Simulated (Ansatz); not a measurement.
`BN([SiH3])CC` + `[NH2][AlH2]` → `B[NH][AlH2]` + `CCN[SiH3]` at 400 K and 1 bar (ligand exchange at a B–N bond).

Gas-phase electronic energies from Ansatz, PBE0-D4/def2-TZVP geometries. CBS: MP2 limit from def2 TZ/QZ plus the TZ coupled-cluster correction, frozen cores. This one scheme is used for every species. One conformer a species, not always the lowest.

| species | CCSD(T)/CBS energy (Eh) | H − E (kJ/mol) | S (J/(mol·K)) |
| --- | --- | --- | --- |
| `BN([SiH3])CC` | -450.74134 | 351.7 | 394.2 |
| `[NH2][AlH2]` | -299.14566 | 122.0 | 272.0 |
| `B[NH][AlH2]` | -324.56557 | 160.0 | 314.9 |
| `CCN[SiH3]` | -425.31370 | 314.1 | 366.0 |

H − E and S are ideal-gas, rigid-rotor, harmonic terms from PBE0-D4/def2-TZVP, for one conformer and one mirror image of each species. 1 Eh = 2625.50 kJ/mol, R = 8.31446 J/(mol·K).

Task: By hand: ΔE, ΔH, ΔS and ΔG.

Result: ΔE = (-324.56557) + (-425.31370) − (-450.74134) − (-299.14566) = 0.00773 Eh = 20.3 kJ/mol. Δ(H − E) = 160.0 + 314.1 − 351.7 − 122.0 = 0.4, so ΔH = 20.7 kJ/mol. ΔS = 314.9 + 366.0 − 394.2 − 272.0 = 14.7 J/(mol·K). ΔG = 20.7 − 400 × (14.7)/1000 = 14.8 kJ/mol.

Task: By hand: the equilibrium constant, and the temperature at which ΔG would vanish if ΔH and ΔS stayed fixed.

Result: log₁₀ K = −ΔG/(RT ln 10) = -1.9. ΔG = 0 at ΔH/ΔS = 1408 K, though so small a ΔS makes that figure unsure.

The number of gas molecules stays the same, so ΔS is small and ΔH decides. A doubt of 5 kJ/mol in ΔE shifts log₁₀ K by 0.7 here. Other conformers and mirror images would add mixing entropy, several J/(mol·K) or more a flexible species. Modes under 60 cm⁻¹, often nearly free rotors, make the harmonic entropy too high. These are equilibria of isolated gas molecules and say nothing of rates. Largest T1 diagnostic: 0.012 (customary marks: 0.02 for closed shells, 0.045 for open ones).
